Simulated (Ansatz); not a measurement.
The same path of CH3NOSe (7 atoms, charge 0, multiplicity 1) was run 3 times with different band settings. The coordinate that changes most is the dihedral N1–C2–O3–H6.

These are results of Ansatz 0.2.0, RKS PBE0-D4/def2-SVP, not measurements.

Relaxed end points:

```xyz
7
Properties=species:S:1:pos:R:3
N -0.210 -1.167 -0.080
C 0.182 -0.009 0.222
O 1.037 0.205 1.226
Se -0.241 1.706 -0.547
H -0.859 -1.196 -0.862
H 1.234 -0.670 1.596
H -1.143 1.132 -1.555
```

```xyz
7
Properties=species:S:1:pos:R:3
N -0.625 -1.295 0.102
C 0.081 -0.282 0.314
O 1.133 -0.340 1.139
Se -0.186 1.537 -0.383
H -1.450 -1.092 -0.458
H 1.718 0.408 0.972
H -0.671 1.064 -1.686
```

Common settings: optimiser quadratic models (default); start path IDPP; force threshold 0.03 eV/Å; end points relaxed.

| run | movable images | climbing image | spring | iteration limit |
| --- | --- | --- | --- | --- |
| 1 | 5 | yes | 5.0 eV/Å² | 41 |
| 2 | 8 | no | 5.0 eV/Å² | 27 |
| 3 | 5 | yes | 0.5 eV/Å² | 50 |

Task: What does each run give, and how far can it be trusted?

Result: Run 1: converged after 11 iterations, highest image 0.409 eV above the first end. A vibrational analysis at the climbing image gives one clearly imaginary mode, 453i cm⁻¹: a first-order saddle point.
Run 2: converged after 10 iterations, highest image 0.409 eV above the first end. No image climbed, so the highest image needn't sit at the top of the path.
Run 3: converged after 9 iterations, highest image 0.409 eV above the first end. Another band between the same ends (5 images) ends at a top of the same energy, where a vibrational analysis finds 1 clearly imaginary mode.
